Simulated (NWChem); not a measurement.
# BeSiNH5O; SMILES [NH2][Be][O][SiH3]

```xyz
9

Be    -0.0001    -1.3506     0.0044
N     -0.0052    -2.8476    -0.0059
H      0.8127    -3.4398    -0.0962
H     -0.8272    -3.4354     0.0760
O      0.0041     0.0706     0.0128
Si    -0.0019     1.7129    -0.0038
H     -0.2589     2.2264    -1.3848
H      1.3175     2.2428     0.4596
H     -1.0688     2.2397     0.9022
```
Atoms are numbered in this order, from 1.

All runs: NWChem. The geometry was optimised at PBE0/def2-SVP. GIAO values for the isolated, static molecule; σ is the absolute isotropic shielding, δ = σ(reference) − σ with the isolated reference molecule computed at the same levels (1H: tetramethylsilane, 15N: ammonia, 17O: water, 29Si: tetramethylsilane).

For level PBE0/pcSseg-1:

- σ Be1 (ppm): 102.2
- δ N2 (ppm): 0.5
- δ O5 (ppm): 20.7
- δ Si6 (ppm): -42.5
- δ H7 (rotor mean) (ppm): 5.08

How do the values read with level PBE/pcSseg-1 instead?


- σ Be1 (ppm): 99.4
- δ N2 (ppm): 2.8
- δ O5 (ppm): 29.4
- δ Si6 (ppm): -44.2
- δ H7 (rotor mean) (ppm): 5.31
